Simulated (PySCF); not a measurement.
Question: Write Cartesian coordinates for `C#CCC(=[Se])COC` as optimised with PBE0-D3(BJ)/def2-SVP.

Answer: 
```
atom  x, y, z in Å
C1    -2.1363    1.4346    1.1781
C2    -1.8898    0.5228    0.4208
C3    -1.5879   -0.6022   -0.4584
C4    -0.5205   -1.5017    0.1131
Se5   -0.7803   -3.2135    0.4233
C6     0.7772   -0.8229    0.4362
O7     1.0346    0.1845   -0.4914
C8     2.0222    1.0834   -0.0876
H9    -2.3667    2.2484    1.8404
H10   -2.4955   -1.1878   -0.6628
H11   -1.2023   -0.2076   -1.4161
H12    0.6614   -0.3957    1.4582
H13    1.5926   -1.5684    0.4891
H14    2.1351    1.8342   -0.8812
H15    1.7428    1.5996    0.8514
H16    2.9989    0.5857    0.0674
```

Any rigid rotation of these coordinates is as good. Atoms count from 1 in this order. The C–C distances run from 1.211 Å (C1≡C2, drawn triple) to 1.508 Å (C3–C4, drawn single), a spread of 0.297 Å. Of the pairs four or more bonds apart, O7···H11 is among the closest relative to their van der Waals radii: 2.45 Å, 90 % of the sum of Bondi's values. O7 (ether oxygen) is bent (angle 113.8°).

Bonds between heavy atoms (Å): C1≡C2 1.211, C2–C3 1.459, C3–C4 1.508, C4=Se5 1.759, C4–C6 1.500, C6–O7 1.393, O7–C8 1.395.

Computed with PBE0-D3(BJ)/def2-SVP geometry optimisation, gas phase in PySCF 2.14.0.

Point group: C1 (no symmetry element, even within 0.4 Å). Not checked by PBE0-D3(BJ)/def2-SVP frequencies. One conformer, not necessarily the lowest (C2–C3–C4–Se5 122°, C3–C4–C6–O7 -35°, C4–C6–O7–C8 164°).

On one thread of an Intel Xeon at 2.50 GHz, shared host with 64 logical CPUs at a one-minute load of 55, this took 5.6 min of wall time and 0.72 GiB of memory at its peak. This is the geometry optimisation.
